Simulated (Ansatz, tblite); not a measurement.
Cost and result up the ladder for Ge(OH)H3 (GeOH₄) (6 atoms). Charge 0, multiplicity 1. Geometry: PBE-D4/def2-TZVP.

```xyz
6

Ge   -0.1152   -0.1102    0.4148
O     0.7199    0.6794   -0.9795
H     0.3674    0.3543   -1.8242
H     0.1010   -1.6466    0.3654
H    -1.6345    0.2057    0.3747
H     0.5613    0.5174    1.6489
```

Ansatz on 4 threads of Arm Neoverse V2 on a shared host; xTB runs through tblite on one thread. Times are rough, summed over both states, and most runs start from the orbitals of an earlier one. PBE0-D4/def2-TZVP serves as the yardstick here, not as an exact answer. The other state is a triplet.

The xTB rows come from tblite.

xTB has no spin-polarisation term.

```tsv
level	functions	wall time
GFN2-xTB	17	0.004 s
GFN1-xTB	21	0.006 s
PBE-D4/def2-TZVP	103	1.3 s
PBE0-D4/def2-TZVP (with forces)	103	2 s
r2SCAN-D4/def2-TZVP	103	3 s
```

Task: Estimate what each level gives for the vertical triplet (eV).

Result: 
```
                          level  vertical triplet (eV)  difference from PBE0-D4/def2-TZVP (eV)
                       GFN2-xTB                   8.49                                    2.27
                       GFN1-xTB                   7.23                                    1.01
               PBE-D4/def2-TZVP                   5.90                                   -0.31
PBE0-D4/def2-TZVP (with forces)                   6.21                                    0.00
            r2SCAN-D4/def2-TZVP                   6.06                                   -0.15
```
